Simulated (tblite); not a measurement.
Species: C8H9F.
InChI=1S/C8H9F/c9-7-3-1-4-8(7)5-2-6-8/h1,3-4H,2,5-6H2

Computed geometry: GFN2-xTB, gas phase.

Take the most abundant isotopes and a rigid rotor. 

(1) What are A, B and C (cm⁻¹)?

(2) What kind of rotor is it?

(3) Is it planar, by Δ = Ic − Ia − Ib?

(4) Give the other two planar moments, Paa and Pbb, and the rms extents of the mass along the axes.

(5) Give the coordinates in the principal-axis frame, origin at the centre of mass.

(6) List the rotational levels J(Ka,Kc) to J = 2 (K).

(7) Estimate the classical rotational partition function at 10 K, 25 K and 50 K.

Results:

(1) Ia = 192.10, Ib = 308.43, Ic = 421.42 u·Å²; 505379 MHz·u·Å²/I gives 2631, 1639 and 1199 MHz, that is A = 0.08775, B = 0.05466, C = 0.04000 cm⁻¹.

(2) An asymmetric top; Ray's κ = -0.386.

(3) Not planar: Δ = Ic − Ia − Ib = -79.11 u·Å². For a rigid frame Δ = −2 Σ m c², so Σ m c² = 39.56 u·Å² lies off the ab plane: 11.69 from hydrogen and 27.87 from heavier atoms. The atom farthest from that plane is 1.86 Å away.

(4) Paa = Σ m a² = (Ib + Ic − Ia)/2 = 268.87 and Pbb = Σ m b² = (Ia + Ic − Ib)/2 = 152.55 u·Å². With the mass M = 124.07 u, the rms extents √(P/M) along a, b and c are 1.47, 1.11, 0.56 Å.

(5) The sense of each axis is arbitrary; atoms in the order of the calculation.
| atom | mass (u) | a (Å) | b (Å) | c (Å) |
| --- | --- | --- | --- | --- |
| F1 | 18.998 | 0.724 | 1.994 | 0.000 |
| C2 | 12.000 | 0.880 | 0.661 | -0.001 |
| C3 | 12.000 | 2.030 | -0.020 | 0.000 |
| C4 | 12.000 | 1.695 | -1.432 | 0.001 |
| C5 | 12.000 | 0.365 | -1.584 | 0.001 |
| C6 | 12.000 | -0.303 | -0.248 | 0.000 |
| C7 | 12.000 | -1.396 | -0.027 | -1.078 |
| C8 | 12.000 | -2.482 | -0.117 | 0.000 |
| C9 | 12.000 | -1.395 | -0.024 | 1.077 |
| H10 | 1.008 | 3.027 | 0.379 | -0.002 |
| H11 | 1.008 | 2.433 | -2.213 | 0.002 |
| H12 | 1.008 | -0.189 | -2.505 | 0.000 |
| H13 | 1.008 | -1.421 | -0.779 | -1.862 |
| H14 | 1.008 | -1.322 | 0.961 | -1.527 |
| H15 | 1.008 | -3.220 | 0.682 | 0.000 |
| H16 | 1.008 | -2.998 | -1.075 | 0.002 |
| H17 | 1.008 | -1.321 | 0.965 | 1.524 |
| H18 | 1.008 | -1.420 | -0.774 | 1.864 |

(6) Above 0(0,0), as E/k:
J = 1: 1(0,1) 0.136, 1(1,1) 0.184, 1(1,0) 0.205
J = 2: 2(0,2) 0.403, 2(1,2) 0.435, 2(1,1) 0.498, 2(2,1) 0.641, 2(2,0) 0.647
The levels of one J sum to (2J + 1)J(J + 1)(A + B + C)/3.

(7) Point group Cs, symmetry number σ = 1; q = (√π/σ)·√((kT/h)³/(ABC)), k/h = 20836.6 MHz/K: 2340 at 10 K, 9270 at 25 K, 26200 at 50 K.

Its GFN2-xTB frequencies are all real (lowest 74 cm⁻¹). Zero-point vibration and centrifugal distortion are left out.

The run took 0.27 s wall on an Intel Xeon Platinum 8488C with one thread (shared host). That covers the optimisation of the geometry.
